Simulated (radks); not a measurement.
The iodine anion I- inside a hard spherical wall (all orbitals vanish at R), configuration held at [Xe] and not refilled when levels cross. Method: scalar-relativistic Kohn-Sham, LDA (Slater exchange, VWN5 correlation), spin-polarised, spherical densities, finite nucleus; Fermi nuclear charge, rms radius 4.75 fm; computed with a radial shooting solver on a logarithmic mesh with Libxc functionals. Eigenvalues in eV for spin up, with the zero of energy where the potential of the charges vanishes at infinity; a dash marks a level that is unbound or too diffuse for the functional's potential to be trusted. A positive occupied level is held by the wall or, in an anion where self-interaction has pushed it up, behind a barrier. The pressure on the wall is -dE/dV.

R (bohr)  E (hartree)  kinetic (hartree)    e(4p)    e(4d)    e(5s)   e(5p)  e(6s, empty)  e(5d, empty)  pressure (GPa)
20        -7110.53291           7461.127  -119.47  -42.475  -10.136  -0.205         2.383         2.973        < 0.0001
15        -7110.53289           7461.127  -119.47  -42.471  -10.132  -0.202         2.967         4.112        0.000166
8         -7110.52461           7461.181  -118.96  -41.971   -9.697   0.204         6.043         8.053           0.296
6         -7110.46664           7461.496  -117.26  -40.291   -8.333   1.570        11.246        11.697            4.80
4         -7109.75573           7464.629  -108.53  -31.758   -1.500   9.398        36.231        25.106             156
3         -7107.09905           7474.491  -93.515  -17.373   13.021  27.061        88.287        51.052            1450
2.5       -7102.40313           7490.742  -77.730   -2.325   33.171  51.290        153.99        83.750            5610
